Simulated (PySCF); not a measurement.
A structure optimised at B3LYP-D3(BJ)/def2-SVP, used in a PySCF frequency run:

```
C
H 1 1.0970
H 1 1.0973 2 110.87
H 1 1.0980 2 110.13 3 121.92
Te 1 2.1731 2 109.00 4 117.96
C 5 2.0651 1 95.04 2 60.69
H 6 1.0920 5 118.47 1 -178.98
H 6 1.0925 7 119.83 5 164.04
```
Charge 0, spin multiplicity 2.

Problem. Write its SMILES and formula.

Solution. [CH2][Te]C, C2H5Te

Problem. What are its rotational constants (standard atomic weights)?

Solution. 9.2141, 6.2468, 3.8193 GHz
